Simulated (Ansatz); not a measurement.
`C=C([SiH3])SC` + `C[O][GeH]([OH])[Cl]` → `C[O][GeH]([Cl])[O][SiH3]` + `C=CSC`  (ligand exchange at the Si–C bond)

Calculated with Ansatz (gas phase, PBE0-D4/def2-TZVP geometries, no zero-point term in ΔE). CCSD(T)/CBS adds triple-zeta CCSD(T) − MP2 to the extrapolated MP2 energy (def2 sets, frozen cores). For Ge outer-core shells are correlated without core-valence functions, which leaves a few kJ/mol of doubt a bond. Scalar relativity is left out up to krypton. Each species was taken in one conformer, which may not be the lowest.

`C=C([SiH3])SC`:

```xyz
13

C    -0.214    1.140    1.864
C    -0.128    0.565    0.660
Si   -1.025   -1.046    0.348
S     0.705    1.410   -0.632
C     1.168    0.089   -1.761
H    -0.801    0.689    2.656
H     0.281    2.080    2.093
H    -1.781   -1.390    1.579
H    -0.073   -2.147    0.041
H    -1.957   -0.917   -0.803
H     1.857   -0.615   -1.297
H     0.295   -0.437   -2.152
H     1.672    0.578   -2.596
```

`C[O][GeH]([OH])[Cl]`:

Cartesian coordinates in Å:
```
C 0.697 -0.680 1.346
O -0.171 0.264 0.753
Ge -0.603 0.155 -0.947
O -1.452 1.635 -1.334
Cl 1.233 0.015 -2.063
H 0.266 -1.688 1.345
H 0.854 -0.376 2.382
H 1.668 -0.713 0.841
H -1.497 -1.030 -1.306
H -0.995 2.418 -1.015
```

`C[O][GeH]([Cl])[O][SiH3]`:

Cartesian coordinates in Å:
```
C -0.064 1.684 -1.133
O 1.150 1.432 -0.453
Ge 1.188 0.363 0.934
Cl -0.193 1.093 2.406
O 0.655 -1.243 0.483
Si -0.739 -2.043 0.150
H -0.831 2.084 -0.462
H 0.142 2.426 -1.906
H -0.451 0.780 -1.617
H 2.609 0.308 1.468
H -1.884 -1.447 0.885
H -1.018 -1.978 -1.309
H -0.564 -3.460 0.555
```

`C=CSC`:

Cartesian coordinates in Å:
```
C 0.791 0.860 1.773
C 0.172 0.146 0.840
S 0.902 -0.340 -0.667
C -0.568 -0.634 -1.660
H 0.307 1.061 2.721
H 1.793 1.249 1.629
H -0.836 -0.228 1.004
H -1.116 0.291 -1.842
H -0.226 -1.037 -2.614
H -1.219 -1.369 -1.184
```

```csv
level,ΔE (eV)
CCSD(T)/def2-TZVPP,-1.04
MP2/def2-QZVPP,-1.03
```

What does CCSD(T)/CBS give? (An estimate is asked.)

Ansatz gave: -1.03 eV. The listed levels differ from it by -0.01, 0.00 eV.

Largest T1 diagnostic among the species: 0.012.

In def2-TZVPP, CCSD(T) changes the Hartree–Fock value by +0.26 eV (the triples alone add +0.05 eV) and MP2 by +0.28 eV. From PBE to PBE0 (25 % exact exchange), in def2-TZVPP and without D4, ΔE moves by −0.06 eV.
